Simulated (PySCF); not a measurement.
**Titanium: a sound run and one with changed settings**

Sound run: Ti [Ar] 3d2 4s2, Ti⁺ [Ar] 3d2 4s1. All numbers are calculated (PySCF 2.14, the non-relativistic Hamiltonian (point nucleus), in def2-SVP (5s3p2d1f, 31 functions)). In the sound run the correlated levels freeze [Ar]. The sound run starts from symmetry-adapted Hartree-Fock orbitals and uses a fine grid where one is needed.

Changed run: initial guess 1e, at most 50 SCF cycles.

```json
{"species": "Ti", "method": "UHF", "sound run (hartree)": "-848.28729", "changed run (hartree)": "-848.24280", "converged": "yes"}
{"species": "Ti", "method": "MN15", "sound run (hartree)": "-849.19246", "changed run (hartree)": "-849.19246", "converged": "yes"}
{"species": "Ti", "method": "r2SCAN", "sound run (hartree)": "-849.18894", "changed run (hartree)": "-849.18894", "converged": "yes"}
{"species": "Ti", "method": "MP2", "sound run (hartree)": "-848.31511", "changed run (hartree)": "-848.27469", "converged": "yes"}
{"species": "Ti⁺", "method": "UHF", "sound run (hartree)": "-848.08412", "changed run (hartree)": "-848.08412", "converged": "yes"}
{"species": "Ti⁺", "method": "MN15", "sound run (hartree)": "-848.93856", "changed run (hartree)": "-848.95927", "converged": "yes"}
{"species": "Ti⁺", "method": "r2SCAN", "sound run (hartree)": "-848.95506", "changed run (hartree)": "-848.96518", "converged": "yes"}
{"species": "Ti⁺", "method": "MP2", "sound run (hartree)": "-848.08971", "changed run (hartree)": "-848.08971", "converged": "yes"}
```

Ionisation energy of Ti:

| method | sound run (eV) | changed run (eV) |
| --- | --- | --- |
| UHF | 5.529 | 4.318 |
| MP2 | 6.134 | 5.034 |
| SCS-MP2 | 6.252 | 5.089 |

The plain start fixes occupations by D2h representation alone, and Ti at UHF, Ti⁺ at MN15, Ti⁺ at r2SCAN landed in another state (other ⟨L²⟩ or ⟨S²⟩). 

For comparison, NIST gives 6.828 eV between the lowest levels.
